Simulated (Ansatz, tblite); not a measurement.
Breaking a bond: Al2(mu-Me)2(Me)4, C6H18Al2, singlet. The C7–H26 bond (C7 also carries Al, H, H; H26 carries nothing else) is varied alone, starting from the PBE0/def2-SVP optimised geometry.

RKS-B3LYP = Ansatz (a program for electronic structure) with restricted B3LYP/def2-SVP; GFN2-xTB, 300 K electronic temperature (tblite); UKS-PBE0 = unrestricted PBE0/def2-SVP in Ansatz.

Energies relative to the lowest point of each curve near equilibrium, in kJ/mol:

```
R / Å  RKS-B3LYP  GFN2-xTB
-----  ---------  --------
0.91        87.4      75.1
1.03         9.7       6.7
1.07         1.8       0.8
1.10         0.0       0.0
1.14         1.9       2.7
1.25        25.7      25.5
1.35        61.3      56.8
1.44        98.7      88.4
1.62       177.8     155.8
1.79       249.5     217.1
2.06       348.8     301.9
3.21       580.8     480.4
```

Predict the corresponding UKS-PBE0 column.

0.91: 88.3; 1.03: 9.7; 1.07: 1.8; 1.10: 0.0; 1.14: 2.1; 1.25: 26.6; 1.35: 63.4; 1.44: 102.2; 1.62: 184.4; 1.79: 259.2; 2.06: 362.3; 3.21: 464.7 (kJ/mol).

The restricted form behind RKS-B3LYP keeps the bonding electrons paired and can't separate into open-shell fragments. The unrestricted determinant behind UKS-PBE0 is spin-contaminated at 2.06 to 3.21 Å (<S²> up to 1.0, against 0.00 for a pure singlet).
